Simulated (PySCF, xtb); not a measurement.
bis(trimethylsilyl) sulfide (C₆H₁₈SSi₂), SMILES C[Si](C)(C)S[Si](C)(C)C.

xtb with GFN2-xTB at its own geometry gives an orbital gap of 4.94 eV and a dipole moment of 3.01 D.

The structure is a stationary point at B3LYP-D3(BJ)/def2-SVP. The isomer is the one that the SMILES or the coordinates give; other isomers of the formula were not compared. Other conformers were not sampled.

**Question.** What does r2SCAN/def2-SVP run with PySCF give? (An estimate is asked for; the answer gives what the named calculation found.)

**Answer.** gap 6.69 eV (levels -5.75 and 0.94 eV), dipole 1.82 D.
